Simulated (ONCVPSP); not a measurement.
## Scattering properties, ONCV potential for Sr

Sr, optimised norm-conserving Vanderbilt (ONCV), made with ONCVPSP 4.0.1 (PBEsol, scalar-relativistic). Core [Ar] 3d10, reference 4s2 4p6 5s1 5p1. Waves: 4s+5s: rc 1.85 bohr, ncon 4, nbas 8, qcut 7.6 1/bohr, 2 projectors; 4p+5p: rc 2.95 bohr, ncon 4, nbas 7, qcut 4.6 1/bohr, 3 projectors, debl 1 Ha; d scattering state at 0.3 Ha: rc 2.55 bohr, ncon 3, nbas 6, qcut 3.8 1/bohr, 2 projectors, debl 3.9 Ha. Local part: polynomial inside 1.70 bohr (lpopt 4, dvloc0 0 Ha). Core correction: Teter function, fcfact 1.75, rcfact 1.75.

In the d channel the program set the typed energies aside and used 0.050, 3.950 Ha.

The phase is arctan(r·R′/R) of the radial function R(r), unwrapped; energies in Ha, scanned from -3 to 5 Ha. A pole is an energy at which the radial function vanishes at the test radius. The pseudo phase is shifted by a multiple of π to meet the all-electron one at the reference energy, and phase errors are pseudo minus all-electron; the curves can meet again beyond the range given. Levels narrower than the energy grid can be missing from the lists of poles.

Q: For each channel, where are the poles, and over which energies does the pseudopotential scatter like the atom?

A:

```json
{"channel": "s", "radius (bohr)": "1.88", "reference energy (Ha)": "-0.15", "poles, all-electron": "-0.87", "poles, pseudo": "-0.87", "unbroken range about the reference energy with phases within 0.05 rad": "the whole range", "phase error 1 Ha above the reference energy (rad)": "-0.000"}
{"channel": "p", "radius (bohr)": "2.99", "reference energy (Ha)": "-0.07", "poles, all-electron": "-0.82, 1.64", "poles, pseudo": "-0.82, 1.64", "unbroken range about the reference energy with phases within 0.05 rad": "the whole range", "phase error 1 Ha above the reference energy (rad)": "+0.000"}
{"channel": "d", "radius (bohr)": "2.59", "reference energy (Ha)": "0.05", "poles, all-electron": "0.49, 3.75", "poles, pseudo": "0.50, 3.75", "unbroken range about the reference energy with phases within 0.05 rad": "below 1.1", "phase error 1 Ha above the reference energy (rad)": "+0.037"}
```

Phases in the d channel:

```
E (Ha)  all-electron  pseudo
 -2.98         1.378   1.377
 -2.76         1.368   1.368
 -2.54         1.357   1.357
 -2.32         1.343   1.344
 -2.10         1.327   1.328
 -1.88         1.308   1.309
 -1.66         1.283   1.285
 -1.44         1.251   1.253
 -1.22         1.206   1.208
 -1.00         1.137   1.141
 -0.78         1.020   1.027
 -0.56         0.778   0.789
 -0.34         0.140   0.158
 -0.12        -0.834  -0.831
  0.10        -1.284  -1.284
  0.32        -1.479  -1.476
  0.54        -1.596  -1.589
  0.76        -1.691  -1.676
  0.98        -1.794  -1.764
  1.20        -1.939  -1.877
  1.42        -2.223  -2.068
  1.64        -2.938  -2.505
  1.86        -3.857  -3.446
  2.08        -4.252  -4.099
  2.30        -4.420  -4.355
  2.52        -4.512  -4.479
  2.74        -4.571  -4.553
  2.96        -4.614  -4.603
  3.18        -4.647  -4.641
  3.40        -4.674  -4.671
  3.62        -4.699  -4.698
  3.84        -4.722  -4.721
  4.06        -4.744  -4.744
  4.28        -4.768  -4.766
  4.50        -4.794  -4.790
  4.72        -4.825  -4.815
  4.94        -4.866  -4.844
```
